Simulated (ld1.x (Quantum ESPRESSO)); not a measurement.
**Reading a pseudo-wave (manganese)**

Columns: radius, all-electron u(r) and pseudo u(r) of the 3d shell (level -8.40 eV) of manganese in the configuration [Ar] 3d5 4s1 4p1; PW91, scalar-relativistic, ultrasoft scheme, ld1.x (Quantum ESPRESSO) 7.5.

```tsv
r (bohr)	all-electron	pseudo
0.148	0.1381	0.0054
0.295	0.4515	0.0401
0.443	0.7076	0.1217
0.590	0.8480	0.2466
0.738	0.8935	0.3953
0.885	0.8777	0.5343
1.033	0.8290	0.6355
1.180	0.7659	0.6811
1.328	0.6979	0.6729
1.475	0.6311	0.6278
1.623	0.5674	0.5675
1.770	0.5089	0.5089
1.918	0.4553	0.4553
2.065	0.4073	0.4073
2.213	0.3638	0.3638
2.360	0.3252	0.3252
2.508	0.2905	0.2905
2.655	0.2596	0.2596
2.802	0.2320	0.2320
2.950	0.2072	0.2072
3.098	0.1850	0.1850
3.245	0.1653	0.1653
3.393	0.1475	0.1475
3.540	0.1318	0.1318
3.688	0.1176	0.1176
3.835	0.1050	0.1050
```

(1) How many radial nodes do the two functions have?

(2) At about which radius was the pseudo-wave matched?

(3) Is the pseudo-wave norm-conserving?

## Answers

(1) The all-electron 3d function has n − l − 1 = 0; the pseudo-wave has 0.

(2) 1.75 bohr, where the columns begin to agree (steps of 0.15 bohr).

(3) No, it belongs to an ultrasoft set: the norm inside the radius is not constrained, and the difference is carried by the augmentation charge.
